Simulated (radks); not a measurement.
All-electron atom: Co II in [Ne] 3s1.75 3p6 3d8 4d0.25 (fractional occupations, a model configuration).

All-electron calculation, scalar-relativistic Kohn-Sham, MS2 meta-GGA, spin-polarised, spherical densities, finite nucleus; open shells are filled with parallel spins first; meta-GGA in the generalised Kohn-Sham scheme; Fermi nuclear charge, rms radius 3.7875 fm. Program: a radial shooting solver on a logarithmic mesh with Libxc functionals.

Energy parts (hartree):
part                       energy
total                 -1392.04891
kinetic                1410.01522
electron-nucleus      -3328.93493
Hartree                 586.21184
exchange-correlation    -59.34104

Orbitals (lengths in bohr, moments of r in powers of bohr; <r^-3> diverges for s and p1/2):
orbital,occ.,eigenvalue (hartree),<r^-3>,<r^4>,<1/r>,<r^2>
1s up,1,-279.8966,-,0.00004630,27.05,0.004240
1s down,1,-279.8905,-,0.00004630,27.05,0.004240
2s up,1,-33.53475,-,0.01023,5.832,0.07657
2s down,1,-33.50271,-,0.01018,5.837,0.07643
2p up,3,-28.63331,548.2,0.007839,5.702,0.06214
2p down,3,-28.60153,549.0,0.007797,5.706,0.06200
3s up,1,-4.14285,-,0.7726,1.825,0.6904
3s down,0.75,-4.02146,-,0.7874,1.817,0.6956
3p up,3,-2.73692,67.56,1.102,1.677,0.7905
3p down,3,-2.62222,66.69,1.140,1.667,0.8012
3d up,5,-0.57737,5.696,6.818,1.270,1.552
3d down,3,-0.48624,5.384,9.176,1.230,1.753
4s up,0,-0.45913,-,110.2,0.4834,8.177
4s down,0,-0.43444,-,116.9,0.4743,8.439
4p up,0,-0.27055,2.953,361.9,0.3641,14.43
4p down,0,-0.25127,2.836,360.7,0.3592,14.58
4d up,0.25,-0.10993,0.1072,4964,0.1765,56.41

The highest occupied level is 4d up at -2.991 eV. The configuration is held as typed, so some empty levels lie below it. The spin density at the nucleus is 26.17 e/bohr^3 (1s 0.20, 2s -1.14, 3s 27.12). Summed over all electrons, <r^2> = 33.64 bohr^2, which gives a Langevin (diamagnetic) susceptibility term of -26.6 x 10^-6 cm^3/mol.
